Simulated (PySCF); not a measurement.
Computed IR spectrum (relative IR intensity) of a molecule CH₇GeN. Geometry: PBE-D3(BJ)/def2-SVP. One conformer was computed; it need not be the lowest. Level of theory: PBE-D3(BJ)/def2-SVP (PySCF 2.14.0). Frequencies are harmonic and unscaled.

Lines under 2 % of the strongest are left out, and lines within 2 cm⁻¹ are merged.

| ν (cm⁻¹) | relative intensity |
|---|---|
| 164 | 20 |
| 184 | 3.5 |
| 406 | 12 |
| 549 | 66 |
| 573 | 59 |
| 623 | 7.8 |
| 647 | 22 |
| 719 | 37 |
| 819 | 54 |
| 826 | 18 |
| 828 | 45 |
| 912 | 9.1 |
| 1198 | 4.2 |
| 1384 | 3.5 |
| 1505 | 7.7 |
| 2070 | 70 |
| 2078 | 100 |
| 2977 | 3.9 |
| 3082 | 3.6 |
| 3087 | 3.4 |
| 3428 | 3.1 |
| 3522 | 4.1 |

Problem. Which molecule gave these data?
A) N[CH2][GeH3]
B) C[NH][GeH3]
C) [CH3][GeH2][NH2]

Solution. C, [CH3][GeH2][NH2]
